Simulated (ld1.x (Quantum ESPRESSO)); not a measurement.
u(r) = r·R(r): atom against pseudo-atom (Ge)

Columns: radius, all-electron u(r) and pseudo u(r) of the 4p shell (level -11.26 eV) of germanium in the configuration [Ar] 3d10 4s2 4p1; PBEsol, scalar-relativistic, TM semilocal scheme, ld1.x (Quantum ESPRESSO) 7.5.

| r (bohr) | all-electron | pseudo |
| --- | --- | --- |
| 0.105 | 0.1703 | 0.0034 |
| 0.210 | 0.0311 | 0.0136 |
| 0.315 | -0.1715 | 0.0306 |
| 0.420 | -0.2740 | 0.0544 |
| 0.525 | -0.2711 | 0.0849 |
| 0.630 | -0.1995 | 0.1220 |
| 0.735 | -0.0935 | 0.1655 |
| 0.840 | 0.0242 | 0.2148 |
| 0.945 | 0.1404 | 0.2692 |
| 1.050 | 0.2479 | 0.3271 |
| 1.155 | 0.3432 | 0.3867 |
| 1.260 | 0.4252 | 0.4457 |
| 1.365 | 0.4939 | 0.5014 |
| 1.470 | 0.5499 | 0.5515 |
| 1.575 | 0.5943 | 0.5939 |
| 1.680 | 0.6281 | 0.6276 |
| 1.785 | 0.6524 | 0.6521 |
| 1.890 | 0.6682 | 0.6682 |
| 1.995 | 0.6767 | 0.6767 |
| 2.100 | 0.6787 | 0.6787 |
| 2.205 | 0.6753 | 0.6753 |
| 2.310 | 0.6672 | 0.6672 |
| 2.415 | 0.6551 | 0.6551 |
| 2.520 | 0.6399 | 0.6399 |
| 2.625 | 0.6221 | 0.6221 |
| 2.730 | 0.6022 | 0.6022 |

(1) How many radial nodes do the two functions have?

(2) Is the pseudo-wave norm-conserving?

Answers

(1) The all-electron 4p function has n − l − 1 = 2; the pseudo-wave has 0, since the states of the same l below it are removed with the core.

(2) Yes: the TM semilocal scheme keeps the norm inside the radius equal to the all-electron one, which fixes the energy derivative of the logarithmic derivative at the level.
